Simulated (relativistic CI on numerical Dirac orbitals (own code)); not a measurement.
**Ni³⁺ in a cubic cluster: 2p photoemission with charge transfer**

Computed with a charge-transfer multiplet model of a cubic metal-ligand cluster with up to 3 ligand holes, Slater and spin-orbit integrals from Dirac-Coulomb-Breit ions, Slater integrals scaled by 0.8. The ground state mixes d7 with configurations of k ligand holes L, whose averages lie at kΔ + k(k − 1)U_dd/2; a core hole lowers each added d electron by U_cd. 20 K, Lorentzian 0.6 eV and Gaussian 0.8 eV FWHM.

Atomic integrals in eV (Slater integrals scaled, ζ unscaled), ground: F2dd 10.578, F4dd 6.603, zeta_d 0.089; with the core hole: F2dd 11.936, F4dd 7.492, zeta_d 0.124, zeta_core 11.400, F2cd 7.214, G1cd 5.576, G3cd 3.173.

Cluster parameters (eV): Δ = -0.1, U_dd = 7.4, 10Dq = 0.55, 10Dq(ligand) = 1.3, V(eg) = 1.8, V(t2g) = -0.86, final-state hopping factor = 1.

```csv
Case,n_d,d7,d8L,d9L2,d10L3,S
U_cd = 6.9 eV,7.50,0.53,0.45,0.03,0.00,1.50
U_cd = 8.7 eV,7.50,0.53,0.45,0.03,0.00,1.50
U_cd = 9.3 eV,7.50,0.53,0.45,0.03,0.00,1.50
U_cd = 9.9 eV,7.50,0.53,0.45,0.03,0.00,1.50
U_cd = 10.5 eV,7.50,0.53,0.45,0.03,0.00,1.50
```

Weights, n_d and S are thermal averages at 20 K. Binding energies count from the first peak over 30 % of the highest in each spectrum, which can be another peak from case to case. The parameters are a model scan and need not match a compound or its usual spin state. Peaks in eV (height, largest 100):
- U_cd = 6.9 eV: 0.0 (100), 6.0 (38), 9.0 (28), 14.3 (9), 16.2 (7), 19.1 (58), 24.8 (20), 28.8 (14)
- U_cd = 8.7 eV: 0.0 (100), 3.9 (36), 6.0 (46), 8.3 (29), 10.6 (31), 12.6 (28), 16.6 (16), 18.6 (54), 23.8 (31), 30.9 (23), 33.6 (5)
- U_cd = 9.3 eV: 0.0 (100), 4.0 (40), 6.1 (52), 8.5 (32), 11.5 (36), 13.5 (33), 18.6 (54), 23.8 (41), 28.4 (6), 31.7 (28), 34.4 (6)
- U_cd = 9.9 eV: 0.0 (100), 4.0 (45), 6.2 (60), 8.6 (34), 10.7 (21), 12.4 (40), 14.4 (40), 18.3 (61), 23.8 (52), 27.6 (10), 32.5 (33), 35.3 (6)
- U_cd = 10.5 eV: 0.0 (100), 6.4 (70), 8.8 (33), 10.0 (28), 13.3 (46), 15.3 (48), 18.5 (58), 24.0 (64), 27.2 (17), 33.4 (39), 36.2 (7)

For the case U_cd = 8.7 eV, Δ = -0.1 eV is smaller than U_dd = 7.4 eV, the charge-transfer side of the Zaanen-Sawatzky-Allen scheme (negative Δ: between configuration averages a ligand hole costs less than the nominal valence; multiplet and field energies can change this for the lowest states). With the core hole the configuration with one ligand hole lies at Δ − U_cd = -7.0, -8.8, -9.4, -10.0, -10.6 eV from the one without, in the order of the table; where this is negative the screened configuration lies lower.
